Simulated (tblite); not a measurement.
Compound: C₄H₂NOP.
Numbering: `[N:1]#[C:2][c:3]1[o:4][cH:5][cH:6][p:7]1` (hydrogens: H8 on C5; H9 on C6)

Level: GFN2-xTB in tblite, geometry and Hessian alike; calculated harmonic values, unscaled, isolated species. Against measured fundamentals such values can be off by several per cent, at times by over 20.

Harmonic wavenumbers (cm⁻¹): 140.5, 145.0, 381.0, 471.7, 503.4, 512.6, 554.3, 709.0, 750.3, 781.1, 818.8, 868.3, 1059.4, 1091.3, 1197.1, 1264.4, 1279.9, 1473.3, 2348.3, 3124.2, 3149.3.

A = 5150, B = 1901, C = 1388 MHz; mass 110.987 u (most abundant isotopes); point group Cs, symmetry number 1.

Question: Zero-point energy?

Answer: Half the sum of the wavenumbers: 11312 cm⁻¹ = 135.31 kJ/mol.

Question: Entropy at 298.15 K, 1 bar (ideal gas, RRHO, classical rotation)?

Answer: Translation 167.59, rotation 115.31, vibration 43.89: S = 326.8 J/(mol K).

Question: And Cp and H(298.15 K) − H(0)?

Answer: Cp = 95.41 J/(mol K), of which vibrations give 62.16 (their classical limit is 21 R = 174.6); H(298.15 K) − H(0) = 17.88 kJ/mol without the zero-point energy, 7.96 from vibrations.

Question: Blend soft modes into free rotors: weight 1/[1 + (100 cm⁻¹/ν̃)⁴] for the oscillator and the rest for a rotor with moment μB/(μ + B), μ = h/(8π²ν), B = 10⁻⁴⁴ kg m². What vibrational entropy results?

Answer: 43.49 J/(mol K) in place of 43.89, which changes −T·S at 298.15 K by +0.12 kJ/mol.

Question: Which modes carry the vibrational entropy at 298.15 K?

Answer: 140.5 cm⁻¹: 11.70; 145.0 cm⁻¹: 11.45; 381.0 cm⁻¹: 4.33; 471.7 cm⁻¹: 3.07; 503.4 cm⁻¹: 2.72; 512.6 cm⁻¹: 2.62 J/(mol K); the other 15 give 8.00 together.

Hindered rotation and anharmonicity are outside this model.
